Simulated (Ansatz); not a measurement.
`C=CC12CC3CC(CC(C3)C1)C2`, relaxed as a singlet with RKS r2SCAN-D4/def2-SVP in Ansatz, starting from the GFN2-xTB geometry. Force threshold 0.03 eV/Å.

Start:

```xyz
30

C    -1.271    3.231   -0.108
C    -0.573    2.320   -0.759
C    -0.224    0.928   -0.311
C     1.306    0.790   -0.295
C     1.702   -0.637    0.080
C     1.127   -1.611   -0.947
C    -0.396   -1.493   -0.958
C    -0.946   -1.828    0.428
C    -0.369   -0.849    1.448
C     1.154   -0.972    1.466
C    -0.767    0.579    1.076
C    -0.795   -0.068   -1.333
H    -1.457    4.201   -0.539
H    -1.689    3.066    0.870
H    -0.184    2.563   -1.742
H     1.727    1.497    0.424
H     1.708    1.039   -1.280
H     2.795   -0.717    0.088
H     1.420   -2.634   -0.696
H     1.525   -1.384   -1.939
H    -0.811   -2.191   -1.695
H    -2.036   -1.760    0.421
H    -0.676   -2.852    0.699
H    -0.764   -1.085    2.443
H     1.444   -1.988    1.745
H     1.575   -0.288    2.208
H    -0.367    1.277    1.814
H    -1.855    0.669    1.078
H    -1.884    0.023   -1.357
H    -0.420    0.172   -2.330
```

```json
{"step": "1", "energy (eV)": "-12721.5571", "largest force component (eV/Å)": "0.797", "SCF passes": "20"}
{"step": "2", "energy (eV)": "-12721.6354", "largest force component (eV/Å)": "0.244", "SCF passes": "21"}
{"step": "3", "energy (eV)": "-12721.6422", "largest force component (eV/Å)": "0.092", "SCF passes": "22"}
{"step": "4", "energy (eV)": "-12721.6425", "largest force component (eV/Å)": "0.013", "SCF passes": "22"}
```

Force components are those of the run's own axes.

End:

```xyz
30

C    -1.287    3.246   -0.087
C    -0.576    2.336   -0.764
C    -0.224    0.941   -0.324
C     1.319    0.788   -0.304
C     1.715   -0.645    0.079
C     1.134   -1.629   -0.948
C    -0.397   -1.508   -0.965
C    -0.953   -1.834    0.430
C    -0.372   -0.848    1.456
C     1.159   -0.971    1.473
C    -0.768    0.585    1.071
C    -0.793   -0.074   -1.347
H    -1.482    4.236   -0.511
H    -1.699    3.045    0.906
H    -0.191    2.602   -1.760
H     1.745    1.511    0.414
H     1.726    1.044   -1.299
H     2.817   -0.727    0.090
H     1.430   -2.663   -0.692
H     1.543   -1.416   -1.952
H    -0.818   -2.211   -1.707
H    -2.056   -1.769    0.423
H    -0.692   -2.871    0.709
H    -0.774   -1.079    2.459
H     1.455   -1.994    1.770
H     1.586   -0.281    2.223
H    -0.373    1.300    1.816
H    -1.868    0.689    1.077
H    -1.893    0.026   -1.383
H    -0.415    0.171   -2.357
```

By distances, no bond broke or formed. The bond that changes most is C1–C2, from 1.32 to 1.34 Å (atoms count from 1).

No frequencies were taken in this run, so the end may be a saddle point.

Hardware: 4 threads of Arm Neoverse V1 on a shared host. Wall time 40 s.
